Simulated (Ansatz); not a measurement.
CHGeN, SMILES `[C-]#[N+][GeH]` (excited triplet) (charge 0, multiplicity 3). This triplet is an excited state, 1.58 eV above the relaxed singlet at the level frozen-core CCSD(T)/cc-pVTZ // PBE0-D3(BJ)/def2-TZVP (Ansatz, a first-principles code).

Computed with LDA/cc-pVTZ // PBE0-D3(BJ)/def2-TZVP in Ansatz.

Ansatz 0.2 input:
```yaml
crystal:
  periodic: [false, false, false]
  atoms:
    - { symbol: C, position_ang: [1.958411, -0.117518, 0.375106] }
    - { symbol: N, position_ang: [0.835408, 0.041537, 0.060758] }
    - { symbol: Ge, position_ang: [-0.827646, 0.443849, -0.572797] }
    - { symbol: H, position_ang: [-1.966172, -0.367868, 0.090056] }
basis:
  gaussian: { orbitals: cc-pVTZ }
hamiltonian:
  xc: lda
magnetization:
  spin_polarized: true
  initial_magnetization: 2
```

Output:

```
Functional definition: SPW92
756 factors; their error is unknown
mean field evaluation 1: about -58939.5229 eV, gradient 5.1e1 eV
mean field evaluation 2: about -58767.9323 eV, gradient 1.5e2 eV
mean field evaluation 4: about -58932.9303 eV, gradient 4.9e1 eV
mean field evaluation 8: about -58951.8871 eV, gradient 6.7e-1 eV
mean field evaluation 16: about -58951.8799 eV, gradient 1.3e-3 eV
mean field -58951.87992770 eV, -2166.4416283235 hartree, gradient 1.7e-5 eV, S^2 2.002131; 1 other end points of the search recorded, 0 dependent functions left out
reference -58951.87996029 eV, -2166.4416295211 hartree; 24, 22 occupied and 93, 95 virtual orbitals, 756 factors
Total energy: -58951.87996029 eV, -2166.4416295211 hartree
```
